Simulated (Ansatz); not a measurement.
Single points on Li3Br3⁻.

```yaml
crystal:
  periodic: [false, false, false]
  atoms:
    - {symbol: Li, position_ang: [0.072769, -0.178202, 0.879786]}
    - {symbol: Li, position_ang: [0.121476, 2.939008, -1.711735]}
    - {symbol: Li, position_ang: [-0.154774, -3.259363, 1.698230]}
    - {symbol: Br, position_ang: [0.280583, 2.156761, 0.558366]}
    - {symbol: Br, position_ang: [-0.016950, 3.766897, -3.835955]}
    - {symbol: Br, position_ang: [-0.303103, -5.425091, 2.411299]}
basis:
  gaussian: {orbitals: def2-TZVPD, initial_orbitals: start.molden}
total_charge: -1
magnetization: {spin_polarized: true, initial_magnetization: 1}
hamiltonian: {xc: {name: LC-wPBE}}
scf: {omitted_lower_state_checks: [starts]}
output: {orbitals: {seedname: orbitals}}
```

The file start.molden holds the orbitals of an earlier run on this structure, at another level or in another basis.

```sh
$ ansatz run in.yaml --threads 4 --pin off --events-out ev --progress --plain --max-ram 4787MiB
```

Shortened log:

```
Functional definition: LC-wPBE
1755 factors; their error is unknown
645 factors; integrals over basis functions are off by at most 4.1e-5 eV
mean field evaluation 1: about -210732.6174 eV, gradient 9.8e0 eV
mean field evaluation 2: about -210732.7848 eV, gradient 2.2e-1 eV
mean field evaluation 4: about -210732.7802 eV, gradient 1.6e-3 eV
mean field -210732.78018188 eV, -7744.2868318754 hartree, gradient 1.9e-5 eV, S^2 0.750092; 0 other end points of the search recorded, 0 dependent functions left out
reference -210732.78018189 eV, -7744.2868318758 hartree; 58, 57 occupied and 164, 165 virtual orbitals, 1755 factors
Total energy: -210732.78018189 eV, -7744.2868318758 hartree
Checks for a lower state left out: starts
```

Run time 6.5 s (4 threads of Arm Neoverse V2 on a shared host), peak host memory 0.74 GiB.

The first input with `correlation: {method: mp2}` and without the key `hamiltonian` (abridged; 7.5 s):

```
Functional definition: HF
mean field -210615.54549495 eV, -7739.9785365953 hartree, gradient 1.6e-6 eV, S^2 0.750189
27 core orbitals not correlated: weight in the atoms' cores, before any rotation towards them, 1.000 or more for the frozen orbitals, at most 0.000 for the correlated occupied ones
second order -25.86938850 eV of doubles, -0.00000000 eV of singles
Total energy: -210641.41488345 eV, -7740.9292190877 hartree
Checks for a lower state left out: starts
```

First input, but with `hamiltonian: {xc: pbe}`, `correlation: {method: rpa}` and without the key `output` (abridged; 10 s):

```
Functional definition: PBE
mean field -210729.06129618 eV, -7744.1501653466 hartree, gradient 3.0e-6 eV, S^2 0.750225
27 core orbitals not correlated: weight in the atoms' cores, before any rotation towards them, 1.000 or more for the frozen orbitals, at most 0.000 for the correlated occupied ones
Total energy: -210654.49826531 eV, -7741.4100245028 hartree
Checks for a lower state left out: starts
```

The first input with `hamiltonian: {xc: {name: PBE-QIDH}}` and without the key `output` (abridged; 13 s):

```
Functional definition: PBE-QIDH
mean field -210702.62120099 eV, -7743.1785097703 hartree, gradient 3.0e-6 eV, S^2 0.750129
27 core orbitals not correlated: weight in the atoms' cores, before any rotation towards them, 1.000 or more for the frozen orbitals, at most 0.000 for the correlated occupied ones
second order -28.49355111 eV of doubles, -0.00000000 eV of singles
Total energy: -210712.11907896 eV, -7743.5275503477 hartree
Checks for a lower state left out: starts
```

As the first input, with `hamiltonian: {xc: pbe, dispersion: d4}`, `output: {forces: true, orbitals: {seedname: orbitals}}` (abridged; 6 s):

```
Functional definition: PBE
mean field -210729.06130509 eV, -7744.1501656741 hartree, gradient 2.2e-5 eV, S^2 0.750225
Total energy: -210729.13735568 eV, -7744.1529604817 hartree
Atom 0 force     0.006139     0.075113    -0.020187 eV/Å
Atom 1 force    -0.002153     0.002599    -0.024253 eV/Å
Atom 2 force    -0.006650    -0.092183     0.031652 eV/Å
Atom 3 force    -0.008981    -0.043883    -0.039535 eV/Å
Atom 4 force     0.005415    -0.029947     0.081414 eV/Å
Atom 5 force     0.006230     0.088301    -0.029091 eV/Å
Dipole moment:     0.103490     0.744419     0.258512 e Å
Checks for a lower state left out: starts
```

The first input with `hamiltonian: {xc: r2scan, dispersion: d4}` (abridged; 13 s):

```
Functional definition: r2SCAN
mean field -210761.14452688 eV, -7745.3292023280 hartree, gradient 9.5e-6 eV, S^2 0.750236
Total energy: -210761.16412748 eV, -7745.3299226370 hartree
Checks for a lower state left out: starts
```

As the first input, with `hamiltonian: {xc: {name: r2SCANh}, dispersion: d4}` (abridged; 16 s):

```
Functional definition: r2SCANh
mean field -210761.13157246 eV, -7745.3287262619 hartree, gradient 1.1e-5 eV, S^2 0.750181
Total energy: -210761.15384032 eV, -7745.3295445907 hartree
Checks for a lower state left out: starts
```

Geometry: r2SCAN-D4/def2-SVPD.

LC-ωPBE has ω = 0.4 bohr⁻¹. Correlated methods freeze 27 core orbitals; core or outer-core shells of Li, Br are correlated, in sets that lack core-valence functions. Another isomer (doublet) lies 0.54 eV lower at PBE0-D4/def2-TZVPD; other spin states weren't run for this one.
